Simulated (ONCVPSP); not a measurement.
**Configuration tests for boron (B) (ONCV)**

ONCVPSP 4.0.1 input, shortened (lines: element, Z, core and valence counts, functional; n l f; lmax; l rc ep ncon nbas qcut; lloc lpopt rc5 dvloc0; l nproj debl; icmod fcfact rcfact), LDA (Perdew-Wang 92), scalar-relativistic:

```
  B 5.00    1    2  -001012      upf
    1    0    2.00
    2    0    1.00
    2    1    2.00
    1
    0    1.60    0.00    5    9    3.70
    1    3.05    0.00    5    9    5.10
    4    5    1.05    0.00
    0    2    0.60
    1    3    2.90
    0    0.00    0.00
```

Energies are relative to the spin-unpolarised reference configuration 2s1 2p2; without spin polarisation the order of configurations can differ from experiment.

```tsv
valence configuration	charge	ΔE all-electron (eV)	error AE − PS (meV)
2s1 2p0	+2	27.934	+405
2s1 2p1	+1	8.592	+38
```

Question: What are ΔE and the potential's error for 2s2 2p1?

Answer: ΔE = -5.685 eV all-electron; the error (AE − PS) is -4.2 meV.

Question: What are ΔE and the potential's error for 2s2 2p0?

Answer: ΔE = 2.636 eV all-electron; the error (AE − PS) is +123 meV.

Levels in the configuration 2s1 2p0:

| level | all-electron (eV) | pseudo (eV) |
| --- | --- | --- |
| 2s | -31.333 | -30.941 |
